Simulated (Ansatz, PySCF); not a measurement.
Gas-phase reaction (SMILES): [NH2][Al]([Br])[Br] + Cl (HCl) -> [Cl][Al]([Br])[Br] + N (NH3); hydrogen chloride cleaves one Al-N bond, a model of a ligand-exchange step.

Geometries: B3LYP-D3(BJ)/def2-TZVP minima from Ansatz (a first-principles code), one conformer each, not searched for the lowest. Valence correlation only, unless marked. No spin-orbit coupling. The frozen core is the preceding noble-gas configuration, with the filled d and f shells of earlier blocks. No relativistic terms. CBS(X,Y): correlation extrapolated as X^-3; Hartree-Fock from the larger set. Thermal terms are rigid-rotor harmonic-oscillator values from B3LYP-D3(BJ) frequencies (Ansatz or PySCF) at 298.15 K and 1 atm. 1 Eh = 627.5095 kcal/mol.

```json
[
 {"species": "[NH2][Al]([Br])[Br]", "E, CCSD(T)/CBS(def2-TZVPPD,def2-QZVPPD) (Ansatz) (Eh)": "-5443.46782", "E, PBE0-D4/def2-TZVPD (Ansatz + dftd4) (Eh)": "-5446.14701", "H - E (Eh)": "0.03536"},
 {"species": "Cl (HCl)", "E, CCSD(T)/CBS(def2-TZVPPD,def2-QZVPPD) (Ansatz) (Eh)": "-460.37886", "E, PBE0-D4/def2-TZVPD (Ansatz + dftd4) (Eh)": "-460.66608", "H - E (Eh)": "0.01000"},
 {"species": "[Cl][Al]([Br])[Br]", "E, CCSD(T)/CBS(def2-TZVPPD,def2-QZVPPD) (Ansatz) (Eh)": "-5847.36549", "E, PBE0-D4/def2-TZVPD (Ansatz + dftd4) (Eh)": "-5850.32105", "H - E (Eh)": "0.01065"},
 {"species": "N (NH3)", "E, CCSD(T)/CBS(def2-TZVPPD,def2-QZVPPD) (Ansatz) (Eh)": "-56.50452", "E, PBE0-D4/def2-TZVPD (Ansatz + dftd4) (Eh)": "-56.51535", "H - E (Eh)": "0.03799"}
]
```

Problem. Work out ΔE and ΔH at 298.15 K at the first level, then ΔH at the second.

Solution. 
1. ΔE = [(-5847.36549) + (-56.50452)] - [(-5443.46782) + (-460.37886)] = -0.02333 Eh = -14.6 kcal/mol at CCSD(T)/CBS(def2-TZVPPD,def2-QZVPPD).
2. The terms H - E add up to 0.00328 Eh, so ΔH = (-0.02333 + (0.00328))×627.5095 = -12.6 kcal/mol.
3. At PBE0-D4/def2-TZVPD the same steps give ΔE = -14.6 and ΔH = -12.6 kcal/mol, a shift of +0.0 from the first level.
4. These values are not checked against measurement here, since the tables used lack a sound gas-phase enthalpy of formation for at least one species.
